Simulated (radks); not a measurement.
Excited configurations of Br3+: one electron is placed in a higher orbital outside [Ar] 3d10 4s2 4p1. The ground configuration is [Ar] 3d10 4s2 4p2. Calculated with a radial shooting solver on a logarithmic mesh with Libxc functionals: Dirac Kohn-Sham, PBE, spin-unpolarised, spherical densities, finite nucleus; open shells fill j = l - 1/2 first; Fermi nuclear charge, rms radius 4.1629 fm. Excitation = E - E(ground); binding = E(ion) - E, where the ion is the core of charge +4; n* = 4/sqrt(2 binding) in atomic units, and the quantum defect is n - n*.

outer orbital  excitation (eV)  binding (eV)     n*  quantum defect  eigenvalue (eV)  <r> (bohr)
4d3/2                   19.670        26.792  2.850           1.150          -22.311       2.425
4f5/2                   31.957        14.505  3.874           0.126          -11.970       4.021
5s1/2                   21.776        24.686  2.970           2.030          -21.762       3.404
5d3/2                   31.907        14.555  3.867           1.133          -12.723       5.028
5f5/2                   36.834         9.628  4.755           0.245           -8.323       7.078
6p1/2                   34.248        12.214  4.222           1.778          -10.844       6.630
7p1/2                   38.387         8.075  5.192           1.808           -7.237       10.12
7f5/2                   41.527         4.935  6.641           0.359           -4.408       15.41

The Delta-SCF ionisation energy is 46.462 eV (NIST Atomic Spectra Database: 47.78 eV, measured). Self-interaction in the functional shifts the binding energies and quantum defects, so they are the method's values and not measured ones. Spin polarisation and multiplet splitting are left out, so open shells lie too high by an amount that depends on their filling.

Beside tabulated values, note that spin-unpolarised runs miss the spin-polarisation part of the exchange energy of open shells.
